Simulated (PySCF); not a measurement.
Ionisation energy of Kr⁺ by level of theory

Kr⁺ [Ar] 3d10 4s2 4p5 (2P) → Kr²⁺ [Ar] 3d10 4s2 4p4 (3P), as a difference of total energies. Calculation: PySCF 2.14, in cc-pVDZ-PP with ECP10MDF (4s3p2d, 23 functions); a scalar-relativistic core potential. Correlated levels: valence: 3s2 3p6 3d10 frozen. The calculations carry no spin-orbit coupling.

```csv
method,ionisation energy (eV)
UHF,23.267
B3LYP,24.444
TPSS,24.324
MP2 (valence),23.818
SCS-MP2 (valence),23.788
CCSD (valence),23.779
CCSD(T) (valence),23.782
```

How much does correlation contribute at CCSD(T) (valence)?

23.782 − (23.267) = 0.515 eV, measured against UHF.

The reference lies between the lowest fine-structure levels, while these numbers refer to the centres of the terms.

Errors of the correlated levels include the incompleteness of this basis and the frozen core.

For comparison: 24.360 eV (measured; NIST Atomic Spectra Database, ionization energies).
